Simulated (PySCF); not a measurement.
Compound: C7H8O.
Structure used (GFN2-xTB), in Å, numbered top down from 1:
```xyz
16
C7H8O angstrom
C      2.425    1.908    0.091
C      1.618    1.019    0.129
C      0.685   -0.030    0.170
C     -0.648    0.050    0.231
C     -1.512    1.257    0.275
C     -1.214   -1.339    0.255
O     -0.105   -2.220    0.183
C      1.103   -1.477    0.152
H      3.125    2.688    0.057
H     -2.205    1.256   -0.566
H     -0.903    2.156    0.235
H     -2.102    1.264    1.191
H     -1.781   -1.534    1.179
H     -1.884   -1.526   -0.597
H      1.670   -1.730   -0.754
H      1.720   -1.732    1.026
```

Vertical excitations from PySCF (density fitting, frozen core in the response, grid level 2 and gas phase unless stated; continuum runs use non-equilibrium linear response for the excitations) on a GFN2-xTB geometry. Reference run:

```csv
settings,"S1, eV (f)","S2, eV (f)","S3, eV (f)","S4, eV (f)","S5, eV (f)","S6, eV (f)","T1, eV (Tamm–Dancoff)",mean α (au)
"PBE0/def2-SVPD, full TDDFT, 6 singlets",5.18 (0.203),5.61 (0.001),5.86 (0.126),5.96 (0.000),6.15 (0.021),6.78 (0.000),3.37,86.6
```

Question: What do these settings give: HCTH407/def2-SVPD, IEF-PCM acetone, full TDDFT, 1 singlet?

Answer: 
| settings | S1, eV (f) | S2, eV (f) | S3, eV (f) | S4, eV (f) | S5, eV (f) | S6, eV (f) | T1, eV (Tamm–Dancoff) | mean α (au) |
| --- | --- | --- | --- | --- | --- | --- | --- | --- |
| HCTH407/def2-SVPD, IEF-PCM acetone, full TDDFT, 1 singlet | 4.28 (0.077) | – | – | – | – | – | – | 120.3 |

S1 moves by -0.90 eV; functional and environment change together, so the shift can't be laid on one. States are counted by energy in each run and needn't keep their character from row to row.

Question: Which orbital pairs make up S1 in each run, and how does it sit against the orbital gap?

Answer: 
```tsv
settings	S1 configurations (weight)	S1 (eV)	orbital gap (eV)	S1 − gap (eV)
PBE0/def2-SVPD, full TDDFT, 6 singlets	H→L 0.84, H−1→L 0.12	5.18	5.88	-0.70
HCTH407/def2-SVPD, IEF-PCM acetone, full TDDFT, 1 singlet	H→L 0.74, H−1→L 0.25	4.28	3.90	+0.38
```

The species at its GFN2-xTB geometry.
